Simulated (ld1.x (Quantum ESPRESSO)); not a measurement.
Reading a pseudo-wave (K (Z = 19))

Columns: radius, all-electron u(r) and pseudo u(r) of the 4p shell (level -0.80 eV) of potassium in the configuration [Ar] 4s1 4p0; PBE, scalar-relativistic, TM scheme, ld1.x (Quantum ESPRESSO) 7.5.

| r (bohr) | all-electron | pseudo |
| --- | --- | --- |
| 0.210 | 0.0714 | 0.0012 |
| 0.420 | 0.0100 | 0.0048 |
| 0.630 | -0.0731 | 0.0108 |
| 0.840 | -0.1212 | 0.0191 |
| 1.050 | -0.1315 | 0.0297 |
| 1.260 | -0.1147 | 0.0424 |
| 1.470 | -0.0818 | 0.0573 |
| 1.680 | -0.0410 | 0.0741 |
| 1.890 | 0.0028 | 0.0928 |
| 2.100 | 0.0465 | 0.1133 |
| 2.310 | 0.0885 | 0.1353 |
| 2.520 | 0.1281 | 0.1587 |
| 2.730 | 0.1649 | 0.1831 |
| 2.940 | 0.1986 | 0.2083 |
| 3.150 | 0.2293 | 0.2337 |
| 3.360 | 0.2571 | 0.2587 |
| 3.570 | 0.2823 | 0.2827 |
| 3.780 | 0.3051 | 0.3051 |
| 3.990 | 0.3253 | 0.3253 |
| 4.200 | 0.3431 | 0.3431 |
| 4.410 | 0.3584 | 0.3584 |
| 4.620 | 0.3712 | 0.3712 |
| 4.830 | 0.3814 | 0.3814 |
| 5.040 | 0.3892 | 0.3892 |
| 5.250 | 0.3947 | 0.3947 |
| 5.460 | 0.3981 | 0.3981 |

(1) How many radial nodes do the two functions have?

(2) At about which radius was the pseudo-wave matched?

(3) Is the pseudo-wave norm-conserving?

Answers

(1) The all-electron 4p function has n − l − 1 = 2; the pseudo-wave has 0, since the states of the same l below it are removed with the core.

(2) 4.20 bohr. The columns agree to 0.0005 from 3.57 bohr on; several derivatives are matched, so the curves merge somewhat inside the radius.

(3) Yes: the TM scheme keeps the norm inside the radius equal to the all-electron one, which fixes the energy derivative of the logarithmic derivative at the level.
